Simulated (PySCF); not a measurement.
This script is equivalent to a calculation on Mg³⁺ (magnesium, charge +3).

```python
from pyscf import gto, scf, dft, mp, cc
import basis_set_exchange as bse
mol = gto.M(atom="Mg 0 0 0", charge=3, spin=1, symmetry="D2h",
            basis=gto.basis.parse(bse.get_basis("aug-cc-pVDZ-DK", elements=["Mg"], fmt="nwchem", header=False)),
            nucmod="G")
mf = dft.UKS(mol, xc="B88,P86").sfx2c1e()
mf.irrep_nelec = {'Ag': (2, 2), 'B1u': (1, 1), 'B2u': (1, 1), 'B3u': (1, 0)}
mf.kernel()
```

**Question.** What total energy does it give?

**Answer.** -196.515 hartree (calculated).

**Question.** Which occupied shell lies highest, and where?

**Answer.** 2p β, at -99.170 eV.

**Question.** What is ⟨S²⟩, and what would a pure spin state give?

**Answer.** 0.750, against 0.75.
